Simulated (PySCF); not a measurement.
## [RhO2]-: from structure and modes to constants

Level of theory: PBE0/[Rh def2-TZVPD with ECP28, O def2-TZVPD], scalar-relativistic core potentials, density fitting, no spin–orbit coupling, PySCF.

The singlet minimum has C2v symmetry. Masses (u): Rh 102.90550, O 15.99492.

```xyz
3
charge -1 multiplicity 1, angstrom
Rh    0.0000    0.0000   -0.0750
O     1.6663    0.0000    0.2413
O    -1.6663    0.0000    0.2413
```

Harmonic wavenumbers (cm⁻¹): 161.2 (a1, ×1), 910.8 (a1, ×1), 960.4 (b2, ×1).

Find the principal moments of inertia and the rotational constants. What kind of rotor is it?

About the centre of mass I = 2.4415, 88.822, 91.263 u Å². With B = 16.8576/I this gives 6.905, 0.1898, 0.1847 cm⁻¹. The molecule is an asymmetric top with κ = -1.00.

What is the harmonic zero-point energy?

Half the sum of all 3 wavenumbers, 2032/2 = 1016 cm⁻¹, which is 12.2 kJ/mol (1 cm⁻¹ = 0.0119627 kJ/mol).

Find the vibrational entropy and heat capacity at 298.15 K.

With u = 1.43878 ω/T, each mode gives S = R[u/(eᵘ−1) − ln(1−e⁻ᵘ)] and C = R u² eᵘ/(eᵘ−1)².
```csv
ω (cm⁻¹),u,S (J/(mol K)),C (J/(mol K))
161.2,0.778,10.61,7.91
910.8,4.395,0.56,2.03
960.4,4.634,0.46,1.77
```
The sums over all modes are S = 11.6 and C = 11.7 J/(mol K); the softest mode gives 91 % of the entropy.

Give the standard entropy (298.15 K, 1 bar) by its translational, rotational, vibrational and spin parts, and Cp.

Sackur–Tetrode with M = 134.90 u gives 170.0; rotation with symmetry number 2 gives 83.9; vibration 11.6; spin R ln 1 = 0.0. The total is 265.5 J/(mol K), and Cp = 4 R + 11.7 = 45.0 J/(mol K).

Other isomers or separated fragments may lie lower. The lowest empty level of this anion is unbound, so it and the gap depend on the basis.
